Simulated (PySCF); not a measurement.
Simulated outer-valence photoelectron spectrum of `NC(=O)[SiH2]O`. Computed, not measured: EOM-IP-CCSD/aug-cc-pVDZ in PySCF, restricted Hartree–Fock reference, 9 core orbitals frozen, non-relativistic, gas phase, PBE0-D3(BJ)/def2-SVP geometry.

Each root has a Gaussian of 0.5 eV full width with its one-hole share as area; cross sections and vibrations are left out, and the highest printed point is 100.

(ionisation energy (eV), intensity): (9.0, 0), (9.2, 6), (9.4, 36), (9.6, 89), (9.8, 90), (10.0, 40), (10.2, 28), (10.4, 73), (10.6, 99), (10.8, 59), (11.0, 40), (11.2, 81), (11.4, 97), (11.6, 48), (11.8, 10), (12.0, 2), (12.2, 15), (12.4, 59), (12.6, 100), (12.8, 72), (13.0, 45), (13.2, 80), (13.4, 100), (13.6, 77), (13.8, 90), (14.0, 97), (14.2, 53), (14.4, 46), (14.6, 88), (14.8, 85), (15.0, 39), (15.2, 38), (15.4, 85), (15.6, 91), (15.8, 40), (16.0, 7), (16.2, 1)

**Question.** Where are the maxima, and how many lines lie under the curve?

**Answer.** 8 maxima, at 9.7, 10.6, 11.3, 12.6, 13.4, 13.9, 14.7 and 15.5 eV, from 8 lines.

**Question.** List the lines with their holes.

**Answer.** 
```csv
E (eV),leading hole (HF orbital),area,Koopmans (eV)
9.70,HOMO,0.95,11.27
10.57,HOMO-1,0.94,11.74
11.34,HOMO-2,0.95,12.57
12.62,HOMO-3,0.94,14.50
13.35,HOMO-4,0.94,14.75
13.94,HOMO-5,0.94,15.36
14.69,HOMO-6,0.91,16.10
15.51,HOMO-7,0.93,17.41
```

The widest gap, 1.28 eV, lies between 11.34 and 12.62 eV. Only orbitals with −ε under 21 eV, eight at most, were ionised, so the high end of the curve may lack lines.

Conformer computed: `[NH2:1][C:2](=[O:3])[SiH2:4][OH:5]`: N1–C2–Si4–O5 180°, H–N1–C2–O3 0°, H–N1–C2–O3 179°, H–O5–Si4–C2 0°.

One conformer stands for the species.
